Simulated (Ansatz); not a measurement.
`N[SiH2][SnH3]` + `CCN` → `CC[NH][SnH3]` + `N[SiH3]` at 298.15 K and 1 bar (cleavage of the Sn–Si bond).

Computed with Ansatz on PBE0-D4/def2-TZVP structures; ΔE is electronic, products minus reactants. CCSD(T)/CBS is the MP2 limit (def2-TZVPP, def2-QZVPP) plus CCSD(T) − MP2 in def2-TZVPP, frozen cores. This one scheme is used for every species. Elements past krypton have def2 core potentials. For Sn outer-core shells are correlated without core-valence functions, which leaves a few kJ/mol of doubt a bond. Each species was taken in one conformer, which may not be the lowest.

| species | CCSD(T)/CBS energy (Eh) | H − E (kJ/mol) | S (J/(mol·K)) |
| --- | --- | --- | --- |
| `N[SiH2][SnH3]` | -562.02294 | 187.1 | 354.0 |
| `CCN` | -135.01652 | 257.8 | 271.6 |
| `CC[NH][SnH3]` | -350.22359 | 289.9 | 356.0 |
| `N[SiH3]` | -346.80422 | 145.7 | 264.3 |

H − E and S are ideal-gas, rigid-rotor, harmonic terms from PBE0-D4/def2-TZVP, for one conformer and one mirror image of each species. 1 Eh = 2625.50 kJ/mol, R = 8.31446 J/(mol·K).

Question: By hand: ΔE, ΔH, ΔS and ΔG.

Answer: ΔE = (-350.22359) + (-346.80422) − (-562.02294) − (-135.01652) = 0.01165 Eh = 30.6 kJ/mol. Δ(H − E) = 289.9 + 145.7 − 187.1 − 257.8 = -9.3, so ΔH = 21.3 kJ/mol. ΔS = 356.0 + 264.3 − 354.0 − 271.6 = -5.3 J/(mol·K). ΔG = 21.3 − 298.15 × (-5.3)/1000 = 22.9 kJ/mol.

Question: By hand: the equilibrium constant, and the temperature at which ΔG would vanish if ΔH and ΔS stayed fixed.

Answer: log₁₀ K = −ΔG/(RT ln 10) = -4.0. ΔH and −TΔS have one sign here, so there is no such temperature.

The number of gas molecules stays the same, so ΔS is small and ΔH decides. A doubt of 5 kJ/mol in ΔE shifts log₁₀ K by 0.9 here. Other conformers and mirror images would add mixing entropy, several J/(mol·K) or more a flexible species. Modes under 60 cm⁻¹, often nearly free rotors, make the harmonic entropy too high. These are equilibria of isolated gas molecules and say nothing of rates. Largest T1 diagnostic: 0.012 (customary marks: 0.02 for closed shells, 0.045 for open ones).

ΔS is within the doubt of such terms, so its sign, and with it that verdict, could turn.
